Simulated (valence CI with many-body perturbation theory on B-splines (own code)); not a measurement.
## Sensitivity of CI+MBPT for Nd45+

Computed by relativistic CI+MBPT: five valence electrons over a frozen Dirac-Fock core [Ne], a basis of 6 s, 6 p, 5 d, 3 f, 1 g functions for each j, with the one-electron correlation potential Σ1 (screened to all orders), the two-electron term Σ2, the three-electron term Σ3, Breit, model QED; selected single and double excitations, second order for the rest, scaled by the run's own slope (own B-spline code, finite nucleus).

No measured spectrum was set against this ion. As an estimate, large intervals hold to a few tenths of a per cent, small ones and those within an open d or f shell to about a per cent. Among the levels kept, up to 740 cm⁻¹ of a level comes from second order outside the variational space, and about a tenth of that is noise between levels of different J, which matters for small intervals.

The reference run has the lowest level (3s^2 3p1/2^2 3p3/2) J=3/2 and an ionisation energy of 3664.61 eV. Its largest variational space holds 9999 state functions.

Levels are named by their leading jj configuration (3d3/2^4 stands for four electrons in 3d with j = 3/2), which in mixed levels can hold well under half, so a name can repeat and another be missing. Letters in brackets count levels of one name in rising energy.

Changed runs:
A. correlating orbitals by l 3 3 3 2 1 → 4 4 3 0 0
B. hole-hole ladder in Σ2 on → off
C. Davidson tolerance 2e-05 → 0.0003
D. box radius (bohr) 1.8323 → 0.47 (bad on purpose)

Excitation energies of the reference run in cm⁻¹, and shifts in cm⁻¹:

```tsv
Level	Reference	A	B	C
(3s^2 3p1/2 3p3/2^2) J=3/2	974734	-553	-83	0
(3s^2 3p1/2 3p3/2^2) J=5/2	1050100	+287	-38	0
(3s^2 3p1/2 3p3/2^2) J=1/2	1143650	+496	+14	0
(3s^2 3p1/2^2 3d3/2) J=3/2	1409980	+1700	-332	0
(3s^2 3p1/2^2 3d5/2) J=5/2	1708640	+1421	-307	0
(3s 3p1/2^2 3p3/2^2) J=5/2	2003420	-242	-57	0
(3s^2 3p3/2^3) J=3/2	2129650	+23	-57	0
(3s 3p1/2^2 3p3/2^2) J=1/2	2179560	+31	+55	0
(3s 3p1/2^2 3p3/2^2) J=3/2	2181390	+220	-20	0
(3s^2 3p1/2 3p3/2 3d3/2) J=5/2 [a]	2375740	+1238	-391	0
(3s^2 3p1/2 3p3/2 3d3/2) J=3/2 [a]	2389220	+783	-374	0
(3s^2 3p1/2 3p3/2 3d3/2) J=1/2 [a]	2392140	+592	-400	0
Ionisation energy (eV)	3664.61	-0.23	-0.043	0
```

No effect on these energies: C.

Run D: It gave no result. The program said: "need at least one array to concatenate".
